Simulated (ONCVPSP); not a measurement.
Potentials for Zn compared

Generated with ld1.x 7.5 (TM, RRKJ, ultrasoft, PAW), atompaw 4.2 or ONCVPSP 4.0.1. The cutoff is in Ry: for ld1.x and atompaw files where the sum of valence levels is converged to 10 mRy in a Bessel basis, for ONCV files where the hardest occupied wave has 1 mHa per electron of residual kinetic energy. The error is the largest all-electron minus pseudo excitation energy over each file’s own four to seven test configurations (ionisations up to +4, promotions, holes and added fractions of an electron), all of which were solved. The labels leave out finer settings (local radius, basis sizes, second energies), which also bear on the numbers. Spin-polarised tests are not counted. The rows are a selection from randomly drawn settings: files with unsolved tests, undetermined cutoffs or missed reference levels are left out.

A true bound ghost makes a file unfit for plane-wave use even where its test errors are small: the radial tests pick states by their node count and pass the ghost by.

| potential | cutoff (Ry) | largest error (meV) | bound ghosts |
| --- | --- | --- | --- |
| ONCV, PBE, scalar-relativistic, rc 1.20/0.85/0.85 (spd), local smoothed, core correction yes, reference 3s2 3p6 3d10 4s2, qcut 11.9/15.4/15.4, projectors 2/2/2 | 215 | -8.3 | none |
| ONCV, LDA (Perdew-Wang 92), scalar-relativistic, rc 1.15/0.90/0.75 (spd), local smoothed, core correction no, reference 3s2 3p6 3d10 4s2, qcut 13.8/18.8/24, projectors 2/2/2 | 366 | -13 | none |
| ONCV, BLYP, scalar-relativistic, rc 0.95/1.40/0.75 (spd), local smoothed, core correction yes, reference 3s2 3p6 3d10 4s1 4p1, qcut 14.1/8/22.1, projectors 2/3/2 | 348 | -27 | none |
| ONCV, PBE, non-relativistic, rc 1.35/1.05/1.45 (spd), local smoothed, core correction no, reference 3s2 3p6 3d10 4s2, qcut 11/12.5/10.6, projectors 2/3/2 | 100 | +87 | none |

Fill in the row for Zn: ONCV, PBEsol, scalar-relativistic, rc 1.80/1.50/0.95 (spd), local smoothed, core correction yes, reference 3d10 4s2, qcut 3.1/6.1/20.1, projectors 2/1/2.

cutoff 263 Ry, largest error +44 meV, bound ghosts: s.

Fill in the row for Zn: ONCV, BLYP, scalar-relativistic, rc 2.30/0.80/1.25 (spd), local smoothed, core correction yes, reference 3p6 3d10 4s2, qcut 2.5/19.3/13, projectors 2/2/2.

cutoff 215 Ry, largest error -267 meV, bound ghosts: s.

Fill in the row for Zn: ONCV, PBEsol, scalar-relativistic, rc 1.25/1.00/1.10 (spd), local smoothed, core correction yes, reference 3s2 3p6 3d10 4s1.5, qcut 7.4/16.2/17, projectors 2/2/2.

cutoff 196 Ry, largest error +32 meV, bound ghosts: none.
